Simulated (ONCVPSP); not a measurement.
manganese: excitation energies, all-electron against ONCV

- Element: manganese (Mn)
- Generator: ONCVPSP 4.0.1
- Type: optimised norm-conserving Vanderbilt (ONCV)
- Functional: PBE
- Relativity: scalar-relativistic
- Frozen core: [Ne]
- Valence charge: 15
- Reference configuration: 3s2 3p6 3d5.5 4s1.5
- Partial waves: 3s+4s: rc 1.15 bohr, ncon 3, nbas 7, qcut 13 1/bohr, 3 projectors, debl 1.5 Ha; 3p: rc 0.95 bohr, ncon 3, nbas 6, qcut 9.9 1/bohr, 2 projectors, debl 3.7 Ha; 3d: rc 1.20 bohr, ncon 5, nbas 9, qcut 15.6 1/bohr, 2 projectors, debl 3.4 Ha
- Local potential: polynomial inside 0.75 bohr (lpopt 5, dvloc0 3 Ha)
- Core correction: polynomial model core, fcfact 0.7

Energies are relative to the spin-unpolarised reference configuration 3s2 3p6 3d5.5 4s1.5; without spin polarisation the order of configurations can differ from experiment.

```json
{"valence configuration": "3s2 3p6 3d5 4s2", "charge": "0", "ΔE all-electron (eV)": "0.482", "error AE − PS (meV)": "+1.3"}
{"valence configuration": "3s2 3p6 3d5 4s1", "charge": "+1", "ΔE all-electron (eV)": "8.898", "error AE − PS (meV)": "+0.1"}
{"valence configuration": "3s2 3p6 3d5 4s0", "charge": "+2", "ΔE all-electron (eV)": "24.497", "error AE − PS (meV)": "-1.2"}
```

(1) What are ΔE and the potential's error for 3s2 3p6 3d4 4s2?

Levels in the configuration 3s2 3p6 3d4 4s2:

| level | all-electron (eV) | pseudo (eV) |
| --- | --- | --- |
| 3s | -100.417 | -100.423 |
| 3p | -68.923 | -68.937 |
| 3d | -20.223 | -20.202 |
| 4s | -13.560 | -13.562 |

## Answers

(1) ΔE = 13.669 eV all-electron; the error (AE − PS) is +12 meV.
